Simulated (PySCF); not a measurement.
H7NO2Si2, SMILES N[Si@@H](O[SiH3])O. Atoms are numbered in the order given.

```xyz
12

N     -2.1686     0.3961     0.7738
Si    -0.9596     0.0190    -0.3873
O     -0.6024    -1.6067    -0.3214
O      0.5160     0.7307    -0.1360
Si     2.0858     0.2713     0.1714
H     -2.0057     0.2420     1.7650
H     -2.7647     1.2051     0.6265
H     -1.4828     0.4758    -1.6959
H     -1.3531    -2.2055    -0.2370
H      2.9020     1.5102     0.2992
H      2.1759    -0.4978     1.4466
H      2.6315    -0.5599    -0.9391
```
Charge 0, spin multiplicity 1.

Geometry: B3LYP-D3(BJ)/def2-SVP. The structure was generated by enumeration; whether it is a known compound was not checked. One conformer was computed; it need not be the lowest.

All values below come from TDA-PBE0/def2-SVPD (PySCF).

Vertical excitations. Gas-phase values at a fixed geometry.

```tsv
state	energy (eV)	λ (nm)	f	main pairs
S1	6.85	181	0.053	HOMO→LUMO 91 %
S2	7.42	167	0.013	HOMO→LUMO+2 33 %, HOMO−1→LUMO 32 %, HOMO→LUMO+1 22 %, HOMO−1→LUMO+1 6 %
S3	7.62	163	0.015	HOMO→LUMO+2 58 %, HOMO−1→LUMO 14 %, HOMO→LUMO+1 13 %
S4	7.72	161	0.004	HOMO−2→LUMO 75 %, HOMO−2→LUMO+1 21 %
S5	7.79	159	0.021	HOMO→LUMO+1 51 %, HOMO−1→LUMO 42 %
S6	8.06	154	0.030	HOMO−3→LUMO 56 %, HOMO−1→LUMO+1 20 %
S7	8.16	152	0.029	HOMO→LUMO+3 77 %
S8	8.31	149	0.015	HOMO→LUMO+4 50 %, HOMO→LUMO+5 21 %, HOMO−1→LUMO+1 10 %
S9	8.32	149	0.033	HOMO−1→LUMO+1 43 %, HOMO→LUMO+4 13 %, HOMO−3→LUMO 10 %, HOMO→LUMO+3 9 %
S10	8.43	147	0.018	HOMO−2→LUMO+1 68 %, HOMO−2→LUMO 17 %
T1	6.53	190	0	HOMO→LUMO 75 %, HOMO→LUMO+2 17 %
T2	7.02	177	0	HOMO−1→LUMO 36 %, HOMO→LUMO+1 32 %, HOMO−1→LUMO+1 12 %, HOMO→LUMO+2 6 %
T3	7.25	171	0	HOMO→LUMO+2 45 %, HOMO→LUMO+1 30 %
T4	7.29	170	0	HOMO−2→LUMO 60 %, HOMO−2→LUMO+1 31 %
```
Triplets are in the Tamm–Dancoff approximation.
